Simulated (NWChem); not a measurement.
System: MgSiH4; SMILES [MgH][SiH3]

NWChem input:

```
start job
memory heap 200 mb stack 900 mb global 1100 mb
geometry units angstroms noautoz
  Mg    -0.183264    -1.453594    -0.002392
  H     -0.241304    -3.167557    -0.003368
  Si    -0.098670     1.137408    -0.000963
  H      1.287101     1.685182     0.266209
  H     -0.992771     1.761487     1.049117
  H     -0.530675     1.746698    -1.317699
end
basis spherical
  * library def2-tzvp
end
dft
  xc xpbe96 cpbe96
  iterations 150
  mulliken
end
task dft energy
```

Excerpt of the output:

```
             Northwest Computational Chemistry Package (NWChem) 7.3.0
             --------------------------------------------------------

 C3  symmetry detected

                             Geometry "geometry" -> ""
                             -------------------------

 Output coordinates in angstroms (scale by  1.889725989 to convert to a.u.)

  No.       Tag          Charge          X              Y              Z
 ---- ---------------- ---------- -------------- -------------- --------------
    1 Mg                  12.0000    -0.00000000     0.00000000    -1.47125692
    2 H                    1.0000     0.00000000    -0.00000000    -3.18620149
    3 Si                  14.0000     0.00000000    -0.00000000     1.12112606
    4 H                    1.0000    -0.14112782     1.38522966     1.71517323
    5 H                    1.0000     1.27020799    -0.57039455     1.71517323
    6 H                    1.0000    -1.12908016    -0.81483511     1.71517323

 Effective nuclear repulsion energy (a.u.)      60.8460933149

      Symmetry information
      --------------------

 Group name             C3
 Group number              5
 Group order               3
 No. of unique centers     4

  pbe96 is a nonlocal functional; adding pw91lda local functional.

                                 NWChem DFT Module
                                 -----------------

 Summary of "ao basis" -> "ao basis" (spherical)
 ------------------------------------------------------------------------------
       Tag                 Description            Shells   Functions and Types
 ---------------- ------------------------------  ------  ---------------------
 Mg                        def2-tzvp                12       32   5s4p3d
 H                         def2-tzvp                 4        6   3s1p
 Si                        def2-tzvp                13       37   5s5p2d1f

      Symmetry analysis of basis
      --------------------------

        a          37
        e+         28
        e-         28

  Rotation of axis

            General Information
            -------------------
          SCF calculation type: DFT
          Wavefunction type:  closed shell.
          No. of atoms     :     6
          No. of electrons :    30
           Alpha electrons :    15
            Beta electrons :    15
          Charge           :     0
          Spin multiplicity:     1
          Use of symmetry is: on ; symmetry adaption is: on
          Maximum number of iterations: 150
          AO basis - number of functions:    93
                     number of shells:    41
          Convergence on energy requested:  1.00D-06
          Convergence on density requested:  1.00D-05
          Convergence on gradient requested:  5.00D-04

              XC Information
              --------------
          PerdewBurkeErnzerhof Exchange Functional  1.000
            Perdew 1991 LDA Correlation Functional  1.000 local
           PerdewBurkeErnz. Correlation Functional  1.000 non-local

             Grid Information
             ----------------
          Grid used for XC integration:  medium
          Radial quadrature: Mura-Knowles
          Angular quadrature: Lebedev.
          Tag              B.-S. Rad. Rad. Pts. Rad. Cut. Ang. Pts.
          ---              ---------- --------- --------- ---------
          Mg                  1.50       88          11.0       590
          H                   0.35       45          13.0       434
          Si                  1.10       88          12.0       590
          Grid pruning is: on
          Number of quadrature shells:   266
          Spatial weights used:  Erf1

      Superposition of Atomic Density Guess
      -------------------------------------

 Sum of atomic energies:        -490.44127848

      Non-variational initial energy
      ------------------------------

 Total energy =    -490.685754
 1-e energy   =    -802.953170
 2-e energy   =     251.421323
 HOMO         =      -0.251590
 LUMO         =      -0.001081

      Symmetry analysis of molecular orbitals - initial
      -------------------------------------------------

  Numbering of irreducible representations:

     1 a           2 e+          3 e-

  Orbital symmetries:

     1 a           2 a           3 a           4 e+          5 e+
     6 a           7 a           8 a           9 e+         10 e+
    11 a          12 a          13 e+         14 e+         15 a
    16 a          17 e+         18 e+         19 a          20 e+
    21 e+         22 a          23 a          24 e+         25 e+

     ---------------------------------------------
      Total Density - Mulliken Population Analysis
     ---------------------------------------------

    Atom       Charge   Shell Charges
 -----------   ------   -------------------------------------------------------
    1 Mg  12    11.40   2.00  0.71  1.27  0.82  0.29  5.11  0.88  0.19  0.08  0.00  0.02  0.03
    2 H    1     1.26   0.22  0.62  0.42  0.00
    3 Si  14    14.21   2.00  0.59  1.39  0.91  0.56  4.12  1.73  0.51  1.51  0.79  0.05  0.05  0.01
    4 H    1     1.04   0.22  0.54  0.27  0.01
    5 H    1     1.04   0.22  0.54  0.27  0.01
    6 H    1     1.04   0.22  0.54  0.27  0.01

   convergence    iter        energy       DeltaE   RMS-Dens  Diis-err
 ---------------- ----- ----------------- --------- --------- ---------
 d= 0,ls=0.0,diis     1   -491.6404194058 -5.52D+02  4.89D-03  5.07D-01
 d= 0,ls=0.0,diis     2   -491.6572293916 -1.68D-02  3.41D-03  2.50D-02
 d= 0,ls=0.0,diis     3   -491.6570360225  1.93D-04  1.72D-03  2.67D-02
 d= 0,ls=0.0,diis     4   -491.6628630153 -5.83D-03  1.84D-04  4.20D-04
 d= 0,ls=0.0,diis     5   -491.6628969530 -3.39D-05  4.48D-05  1.30D-05
  Resetting Diis
 d= 0,ls=0.0,diis     6   -491.6629000073 -3.05D-06  1.31D-05  7.64D-07
 d= 0,ls=0.0,diis     7   -491.6629001819 -1.75D-07  3.48D-06  2.46D-08

[...]
```

Level: PBE/def2-TZVP. All runs use the structure optimised with PBE-D3(BJ)/def2-SVP.
